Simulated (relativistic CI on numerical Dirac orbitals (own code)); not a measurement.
# Forbidden transitions in As

Method of calculation: Dirac-Coulomb-Breit CI, separate exchange-only KLI orbitals for each configuration, model QED, valence Slater integrals scaled by 0.85, P86 correlation energy added to each configuration (own radial code, finite nucleus).

CI space (outside the closed core [Ar] 3d10): 4s²4p³, 4s²4p²5s, 4s²4p²4d, 4s4p⁴, 4s²4p²5p, 4s²4p²6s, 4s²4p²6p, 4s²4p²5d, 4s²4p²4f, 4s²4p4d², 4s²4p²6d, 4s²4p²5f, 4s²4p²5g, 4s²4p²6f. Levels of other configurations are missing.

```
λ vac (nm)              Lower              Upper  Type   A (s⁻¹)  E lower (cm⁻¹)  E upper (cm⁻¹)
    1212.6  4s²4p³ ²D°3/2 [2]  4s²4p³ ²P°3/2 [5]    E2  8.46e-02         11956.9         20203.8
    1212.6  4s²4p³ ²D°3/2 [2]  4s²4p³ ²P°3/2 [5]    M1  5.29e-01         11956.9         20203.8
    1258.4  4s²4p³ ²D°5/2 [3]  4s²4p³ ²P°3/2 [5]    E2  1.85e-01         12257.4         20203.8
    1258.4  4s²4p³ ²D°5/2 [3]  4s²4p³ ²P°3/2 [5]    M1  2.71e-01         12257.4         20203.8
    1287.9  4s²4p³ ²D°3/2 [2]  4s²4p³ ²P°1/2 [4]    E2  1.48e-01         11956.9         19721.6
    1287.9  4s²4p³ ²D°3/2 [2]  4s²4p³ ²P°1/2 [4]    M1  2.78e-01         11956.9         19721.6
    1339.7  4s²4p³ ²D°5/2 [3]  4s²4p³ ²P°1/2 [4]    E2  8.31e-02         12257.4         19721.6
```

Terms are leading LS components. Brackets give the number of a level in order of energy, since labels repeat. The list gives strong lines, with weight on those to low levels, among the lowest 142 of 320 levels, so that lines to higher ones, which can be the strongest, are missing, and without lines across small gaps between configurations, and without 7 lines that miss the measured interval by over 3.5 %, start from a term whose rates miss tabulated ones by over 60 %, have gauges far apart or, lacking measured levels, span too small a gap for the errors found; lines with a level outside our table were not tested and can miss by more. Levels whose partners in the same complex of configurations lie outside the list can be far off, and so can their lines. Rates are taken at the computed energies, electric ones in the length gauge.

For a near-neutral ion this model can misplace configurations by up to about 10,000 cm⁻¹ (more where the count of f electrons changes) and terms by 10 to 25 % of their spread. Rates follow the energies as ν³ (E1, M1) or ν⁵ (E2), so they and the lifetimes can be off by large factors. The fine structure of a lone outer electron comes out too small, for d and f at times inverted, and misplaced configurations move strength between like terms. 11 of the 11 excited levels that our extract of the measured tables holds in this range could be paired (the sources list more); they are missed by 1700 cm⁻¹ on average and 2451 at most, and levels without a partner can miss by more.

LS names give the leading component of a level, which can be under half, so a name can repeat, a term be missing and a line seem to break the LS rules.
